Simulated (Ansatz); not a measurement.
Cost and result up the ladder for Cd₅O₅ (10 atoms). The state is a singlet with charge 0. Geometry: PBE0-D4/def2-SVP.

```xyz
10

Cd    0.870    0.560   -1.698
Cd    3.524    0.477   -0.547
Cd    2.331    0.584    1.972
Cd    1.755   -2.369    0.344
Cd   -0.366    0.517    1.417
O    -2.163    1.087   -1.012
O    -2.008   -0.795   -0.306
O    -2.231   -0.587    1.003
O    -0.699   -0.968   -0.503
O    -1.013    1.493   -0.669
```

Ansatz on 4 threads of Intel Xeon 6975P-C on a shared host. Times are rough, and most runs start from the orbitals of an earlier one. No level here is sound enough to serve as a yardstick. Binding counts from free atoms at the same level (Cd singlet, O triplet; other spins of the atoms weren't run), without zero-point energy or a counterpoise term.

In the def2 sets Cd takes a core potential; there is no spin–orbit coupling. HSE06 is defined as in plane-wave codes, on full-range PBE exchange. Correlated methods freeze 5 core orbitals; core or outer-core shells of Cd are correlated, in sets that lack core-valence functions. The rows differ in basis, and correlated rows in double-zeta sets carry the largest basis error. The structure holds 3 bonds between oxygen atoms, so isomers without such links may lie far lower. Another isomer (singlet) lies 3.16 eV lower at PBE0-D4/def2-TZVP; other spin states weren't run for this one.

Correlated methods converge slowly with the basis, most of all in double-zeta sets.

```tsv
level	functions	wall time	binding energy per atom (eV)	remarks
PBE-D4/def2-TZVP (with forces)	355	6 s	1.65	restricted SCF unstable in HF
r2SCAN-D4/def2-TZVP	355	9.5 s	1.48	restricted SCF unstable in HF
HSE06-D4/def2-TZVP	355	12 s	1.33	restricted SCF unstable in HF
PBE0-D4/def2-TZVP	355	16 s	1.32	restricted SCF unstable in HF
MP2/def2-SVP	225	21 s	1.28	restricted SCF unstable
```
